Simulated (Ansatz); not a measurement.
This geometry of a periodic cell of 17 atoms, Si (host Si, host structure diamond, interstitial Si) is a first-order saddle point.

Method: DFT PBE-D3(BJ), scalar-relativistic, plane waves, PAW in Ansatz. Settings: PAW set soft_1, cutoff 420 eV, k mesh 2x2x2, fermi-dirac smearing 0.05 eV, no spin polarisation.

```xyz
17
Lattice="0.0000 5.4300 5.4300 5.4300 0.0000 5.4300 5.4300 5.4300 0.0000" Properties=species:S:1:pos:R:3
Si 0.003 -0.072 0.071
Si 1.403 1.328 1.310
Si 2.787 2.600 -0.074
Si 4.162 3.974 1.455
Si 2.641 -0.072 2.710
Si 3.858 1.145 4.285
Si 5.224 2.511 2.919
Si 6.687 3.974 3.981
Si 0.186 2.903 2.527
Si 1.403 4.120 4.102
Si 2.787 5.503 2.830
Si 4.250 6.967 3.893
Si 2.641 2.720 5.501
Si 4.041 4.120 6.740
Si 5.313 5.503 5.356
Si 6.687 6.879 6.885
Si 7.455 4.742 6.118
```

Question: Which two structures does it join? (They come from a converged band through this point; their orientation in space is the band's.)

Answer: Contacts lost: Si6–Si17. Contacts made: Si9–Si17. The atom that moves furthest is Si17, by 2.36 Å.

Image 0:

```xyz
17
Lattice="0.0000 5.4300 5.4300 5.4300 0.0000 5.4300 5.4300 5.4300 0.0000" Properties=species:S:1:pos:R:3
Si 0.032 0.006 -0.004
Si 1.353 1.365 1.359
Si 2.713 2.685 -0.004
Si 4.091 4.057 1.374
Si 2.716 0.004 2.679
Si 4.097 1.388 4.044
Si 5.425 2.724 2.708
Si 6.763 4.052 4.045
Si 0.001 2.716 2.714
Si 1.353 4.072 4.065
Si 2.713 5.435 2.746
Si 4.076 6.795 4.067
Si 2.716 2.754 5.428
Si 4.079 4.070 6.792
Si 5.397 5.433 5.429
Si 6.762 6.818 6.810
Si 8.140 5.440 5.423
```

Image 6:

```xyz
17
Lattice="0.0000 5.4300 5.4300 5.4300 0.0000 5.4300 5.4300 5.4300 0.0000" Properties=species:S:1:pos:R:3
Si -0.005 0.005 -0.005
Si 1.358 1.325 1.358
Si 2.740 2.690 -0.025
Si 4.105 4.072 1.357
Si 2.721 0.006 2.721
Si 4.073 1.358 4.073
Si 5.425 2.710 2.720
Si 6.788 4.073 4.040
Si -0.025 2.690 2.741
Si 1.357 4.072 4.105
Si 2.735 5.450 2.735
Si 4.069 6.783 4.069
Si 2.720 2.710 5.425
Si 4.040 4.073 6.788
Si 5.405 5.455 5.405
Si 6.787 6.820 6.787
Si 6.783 4.068 6.784
```

Question: How far does it lie above each of them?

Answer: 0.31 eV above the first and 0.31 eV above the second. This is the barrier of this one path; another mechanism may lie lower. Limits of this set-up: coarse k mesh.

The run took 11 min on 1 thread of Arm Neoverse V2, with other jobs on the host, peak memory 0.81 GiB.
